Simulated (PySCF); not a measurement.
# Electron correlation in Cr (chromium, neutral)

Starting occupation: [Ar] 3d5 4s1, 3d3/2 with m_j = -3/2, -1/2, +1/2, +3/2, 3d5/2 with m_j = +5/2, 4s1/2 with m_j = +1/2. Calculation: PySCF 2.14, in x2c-SVPall-2c with one added diffuse shell each of s, d type (6s5p4d1f, 48 functions); X2C-1e with screened-nucleus spin-orbit coupling, Gaussian nucleus. Frozen: [Ne]; 14 electrons correlated; the 6 highest virtual spinors left out.

MP2 pair energies summed by pair of shells (mhartree):

```
 pair  energy  share (%)
3d-3p  -89.19       37.3
3p-3p  -63.86       26.7
3d-3d  -54.67       22.9
3p-3s  -10.66        4.5
3d-3s   -6.58        2.8
3d-4s   -6.57        2.7
3p-4s   -5.12        2.1
3s-3s   -2.18        0.9
3s-4s   -0.28        0.1
```

Total MP2 correlation energy: -239.11 mhartree.

The GHF reference relaxed away from the jj start to a determinant that is no pure jj level (⟨S²⟩ = 12.00, ⟨J²⟩ = 12.00); the energies belong to that determinant.

This basis was not built for core-valence correlation, so the inner-shell part is incomplete.
